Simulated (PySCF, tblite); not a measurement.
Compound: C2H13FSi5.
Z-matrix (Å and degrees, GFN2-xTB geometry), rows numbered from 1:
```
C 
C   1  1.5226
Si  2  1.9140  1  112.08
Si  3  2.3516  2  108.40  1    56.48
Si  4  2.3415  3  107.29  2   -99.12
Si  5  2.3359  4  106.66  3    -4.95
F   6  1.6331  5  105.88  4   102.87
Si  6  2.3357  5  108.79  4    -9.89
H   1  1.0889  2  111.00  3    59.34
H   1  1.0896  2  110.79  3   -60.85
H   1  1.0894  2  111.03  3   179.31
H   2  1.0915  1  109.03  3  -122.24
H   2  1.0914  1  109.00  3   122.10
H   3  1.4765  2  105.02  1   178.69
H   4  1.4708  3  112.97  2    25.20
H   4  1.4696  3  111.10  2   140.64
H   5  1.4702  4  111.53  3  -124.84
H   5  1.4685  4  112.42  3   119.15
H   6  1.4636  5  117.58  4  -147.90
H   8  1.4686  3  114.96  2   -32.58
H   8  1.4712  3  110.42  2  -149.69
```

Level of theory: PBE0/pcSseg-1 in PySCF (dipole) on a GFN2-xTB geometry, gas phase.

Take the most abundant isotopes and a rigid rotor. The values belong to one conformer with, in the numbering `[CH3:1][CH2:2][Si@@H:3]1[SiH2:4][SiH2:5][Si@H:6]([F:7])[SiH2:8]1`, C1–C2–Si3–Si4 56°, C2–Si3–Si4–Si5 -99°, Si3–Si4–Si5–Si6 -5°, Si4–Si5–Si6–F7 103°, Si5–Si6–Si8–Si3 21°.

**Question.** Give the principal moments of inertia and the rotational constants in GHz.

**Answer.** Ia = 545.93, Ib = 701.37, Ic = 873.31 u·Å²; 505379 MHz·u·Å²/I gives 925.7, 720.6 and 578.7 MHz, that is A = 0.9257, B = 0.7206, C = 0.5787 GHz.

**Question.** What kind of rotor is it?

**Answer.** An asymmetric top. Ray's parameter κ = (2B − A − C)/(A − C) = -0.182; −1 is the prolate and +1 the oblate limit.

**Question.** Is it planar, by Δ = Ic − Ia − Ib?

**Answer.** Not planar: Δ = Ic − Ia − Ib = -373.99 u·Å². For a rigid frame Δ = −2 Σ m c², so Σ m c² = 187.00 u·Å² lies off the ab plane: 36.54 from hydrogen and 150.46 from heavier atoms. The atom farthest from that plane is 2.92 Å away.

**Question.** Give the other two planar moments, Paa and Pbb, and the rms extents of the mass along the axes.

**Answer.** Paa = Σ m a² = (Ib + Ic − Ia)/2 = 514.38 and Pbb = Σ m b² = (Ia + Ic − Ib)/2 = 358.94 u·Å². With the mass M = 195.98 u, the rms extents √(P/M) along a, b and c are 1.62, 1.35, 0.98 Å.

**Question.** List the rotational levels J(Ka,Kc) to J = 3 (K).

**Answer.** Above 0(0,0), as E/k:
J = 1: 1(0,1) 0.062, 1(1,1) 0.072, 1(1,0) 0.079
J = 2: 2(0,2) 0.185, 2(1,2) 0.190, 2(1,1) 0.211, 2(2,1) 0.240, 2(2,0) 0.243
J = 3: 3(0,3) 0.363, 3(1,3) 0.366, 3(1,2) 0.406, 3(2,2) 0.427, 3(2,1) 0.438, 3(3,1) 0.495, 3(3,0) 0.495
The levels of one J sum to (2J + 1)J(J + 1)(A + B + C)/3.

**Question.** Predict some low-J microwave lines.

**Answer.** The dipole components are |μa| = 1.00 D, |μb| = 0.37 D, |μc| = 0.74 D. The squared components, which scale the intensities, stand as 1.00 : 0.14 : 0.56 (a : b : c). Some lines, for components of 0.1 D or more:

| type | branch | J(Ka,Kc) | MHz | lower level (cm⁻¹) |
| --- | --- | --- | --- | --- |
| a | Q | 2(1,1) ← 2(1,2) | 426 | 0.132 |
| c | Q | 3(2,2) ← 3(1,2) | 444 | 0.282 |
| b | Q | 3(2,1) ← 3(1,2) | 671 | 0.282 |
| a | Q | 3(1,2) ← 3(1,3) | 838 | 0.254 |
| b | Q | 2(2,1) ← 2(1,2) | 1041 | 0.132 |
| b | Q | 3(2,2) ← 3(1,3) | 1282 | 0.254 |
| b | Q | 3(3,1) ← 3(2,2) | 1409 | 0.297 |
| a | R | 2(1,2) ← 1(1,1) | 2457 | 0.050 |
| b | R | 2(1,2) ← 1(0,1) | 2662 | 0.043 |
| b | R | 2(2,1) ← 1(1,0) | 3356 | 0.055 |
| c | R | 2(2,0) ← 1(1,0) | 3408 | 0.055 |
| b | R | 3(1,2) ← 2(2,1) | 3454 | 0.167 |
| c | R | 2(2,1) ← 1(1,1) | 3498 | 0.050 |
| a | R | 3(0,3) ← 2(0,2) | 3723 | 0.128 |
| a | R | 3(2,2) ← 2(2,1) | 3898 | 0.167 |
| a | R | 3(1,2) ← 2(1,1) | 4069 | 0.146 |
| c | R | 3(3,1) ← 2(2,1) | 5307 | 0.167 |

**Question.** Estimate the classical rotational partition function at 25 K, 50 K and 100 K.

**Answer.** Point group C1, symmetry number σ = 1; q = (√π/σ)·√((kT/h)³/(ABC)), k/h = 20836.6 MHz/K: 33900 at 25 K, 95900 at 50 K, 271000 at 100 K.

Its GFN2-xTB frequencies are all real (lowest 28 cm⁻¹). These are rigid-rotor constants of the computed structure; measured ground-state constants (B0) also hold zero-point vibration. A rigid rotor knows nothing of internal rotation, which can split or shift real lines.

Time: 2.5 min of wall time; peak memory 1.1 GiB. Hardware: an Intel Xeon at 2.50 GHz with one thread, shared host with 64 logical CPUs at a one-minute load of 64. This is the PBE0/pcSseg-1 job that gave the dipole, with the shieldings it also computed.
